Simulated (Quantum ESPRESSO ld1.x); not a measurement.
These are the eigenvalues of the occupied orbitals of an atom or ion with whole-number occupations (eV). Method: scalar-relativistic Kohn-Sham, revPBE, spin-unpolarised, spherical densities, point nucleus; computed with ld1.x of Quantum ESPRESSO 7.5.

orbital  eigenvalue
1s         -53678.4
2s         -8950.29
2p         -7941.89
3s         -2003.02
3p         -1693.53
3d         -1296.04
4s         -407.345
4p         -305.508
4d         -166.916
5s         -62.9823
5p         -39.3389
4f         -17.0036

Which element is it, and in what charge state? The configuration may be excited.

Answer. Z = 66, dysprosium, charge +2: Dy2+ in [Xe] 4f10. The list shows which subshells hold electrons but not how many an open one holds; the 1s level, -1972.6 hartree, gives Z - s = 62.8 by -(Z - s)^2/2, which with screening and relativity narrows Z to a few neighbours, and the depths of the outer levels then fix element, charge and occupations together.
